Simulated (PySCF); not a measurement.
CH4MgO, SMILES C[O][MgH]. Atoms are numbered in the order given.

```xyz
7

Mg     0.0000     0.0000     1.4009
H      0.0000     0.0000     3.0858
O      0.0000     0.0000    -0.3655
C      0.0000     0.0000    -1.7512
H     -0.8846    -0.5107    -2.1548
H      0.0000     1.0215    -2.1548
H      0.8846    -0.5107    -2.1548
```

Coordinates come from a B3LYP-D3(BJ)/def2-TZVP optimisation.

These are PBE0/pcJ-1 (PySCF) values and carry that method's errors.

Isotropic couplings with Fermi-contact, spin-dipole and both spin-orbit terms, one fixed conformer, no vibrational averaging. Isotopes: 13C, 1H.

Computed spin–spin coupling constants:
```tsv
pair	bonds apart	J (Hz)
C4–H5	1	132.1
C4–H6	1	132.4
C4–H7	1	132.8
H5–H6	2	-11.2
H5–H7	2	-11.1
H6–H7	2	-11.1
H2–C4	3	2.0
H2–H5	4	-1.2
H2–H6	4	-1.2
H2–H7	4	-1.2
```
